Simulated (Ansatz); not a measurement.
Gas-phase electronic energies from Ansatz, PBE0-D4/def2-TZVP geometries. CBS: MP2 limit from def2 TZ/QZ plus the TZ coupled-cluster correction, frozen cores. For Se outer-core shells are correlated without core-valence functions, which leaves a few kJ/mol of doubt a bond. Scalar relativity is left out up to krypton. One conformer a species, not always the lowest.

Reaction (formal exchange of groups at the Se–C bond): `C=C(C)[SeH]` + `CO[SiH3]` → `CO[SiH2][SeH]` + `C=CC`

`C=C(C)[SeH]`:

```xyz
10

C     1.254    0.920   -0.062
C     0.144    0.218   -0.256
C    -0.576   -0.530    0.814
Se   -0.661    0.226   -1.991
H     1.764    1.436   -0.866
H     1.680    0.999    0.933
H    -0.046   -0.441    1.765
H    -0.653   -1.592    0.563
H    -1.594   -0.153    0.939
H    -1.313   -1.082   -1.840
```

`CO[SiH3]`:

```xyz
9

C     0.549   -0.115   -1.240
O    -0.264    0.649   -0.381
Si   -0.574    0.199    1.167
H     1.567   -0.218   -0.845
H     0.603    0.394   -2.204
H     0.135   -1.118   -1.400
H    -1.450    1.246    1.741
H     0.688    0.091    1.952
H    -1.254   -1.126    1.210
```

`CO[SiH2][SeH]`:

Cartesian coordinates in Å:
```
C 1.194 -1.095 0.512
O -0.117 -0.725 0.144
Si -0.451 0.688 -0.616
Se -2.688 1.005 -0.704
H 1.799 -1.341 -0.367
H 1.697 -0.298 1.072
H 1.130 -1.980 1.147
H 0.221 1.799 0.109
H -0.007 0.670 -2.035
H -2.777 1.276 0.737
```

`C=CC`:

```xyz
9

C    -1.111    0.617    0.552
C    -0.169    0.381   -0.350
C     0.901   -0.649   -0.223
H    -1.163    0.051    1.477
H    -1.863    1.382    0.400
H    -0.157    0.975   -1.262
H     0.852   -1.369   -1.046
H     1.894   -0.190   -0.266
H     0.817   -1.197    0.718
```

| species | MP2/CBS(def2) energy (Eh) |
| --- | --- |
| `C=C(C)[SeH]` | -2518.38039 |
| `CO[SiH3]` | -405.87372 |
| `CO[SiH2][SeH]` | -2806.60258 |
| `C=CC` | -117.68950 |

(1) Work out ΔE.

Largest T1 diagnostic among the species: 0.011.

Answers

(1) ΔE = (-2806.60258) + (-117.68950) − (-2518.38039) − (-405.87372) = -0.03797 Eh = -23.8 kcal/mol. CCSD(T)/CBS gives -24.3 kcal/mol.

From PBE to PBE0 (25 % exact exchange), in def2-TZVPP and without D4, ΔE moves by −1.0 kcal/mol. The D4 term adds +0.7 kcal/mol with B3LYP and +0.4 kcal/mol with PBE0; it sums over pairs of atoms, weighted by their polarisabilities, and B3LYP, whose exchange is more repulsive, gets the larger term.

B3LYP here is the variant with VWN-RPA as its local correlation; programs differ in this.
